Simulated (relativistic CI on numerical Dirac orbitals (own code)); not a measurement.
## Slater and spin-orbit integrals, Mo³⁵⁺

Computed by Dirac-Coulomb-Breit CI, separate exchange-only KLI orbitals for each configuration, model QED (radiative potential, 1s self-energy scaled to tabulated hydrogen-like ionisation energies), unscaled Slater integrals (own radial code, finite nucleus).

Slater integrals F^k, G^k are unscaled and averaged over j, outside the closed core 1s2; ζ comes from projecting the Hamiltonian with its Breit term on Σ l·s of the shell.

- 2s2.2p3: F^2(2p,2p) = 753240, ζ(2p) = 619560 cm⁻¹; <r>(2p) = 0.1264, <r^2>(2p) = 0.01936 (bohr units).
- 2s.2p4: F^2(2p,2p) = 751770, G^1(2s,2p) = 801090, ζ(2p) = 616080 cm⁻¹; <r>(2s) = 0.1467, <r^2>(2s) = 0.02528, <r>(2p) = 0.1267, <r^2>(2p) = 0.01943 (bohr units).
- 2p5: ζ(2p) = 612680 cm⁻¹; <r>(2p) = 0.127, <r^2>(2p) = 0.01953 (bohr units).

Averages of the first 10 configurations, taken without configuration mixing, which lowers the lowest level and can move excited configurations by several eV; other configurations of the list can lie among them:

```tsv
Configuration	Parity	States	Average energy above the lowest level (eV)
2s2.2p3	odd	20	116.8
2s.2p4	even	30	361.7
2p5	odd	6	638.9
2p4.3s	even	30	3288.6
2p4.3p	odd	90	3357.3
2p4.3d	even	150	3427.1
2s2.2p2.3s	even	30	2809.3
2s2.2p2.3p	odd	90	2882.9
2s2.2p2.3d	even	150	2953.1
2s.2p3.3s	odd	80	3032.6
```
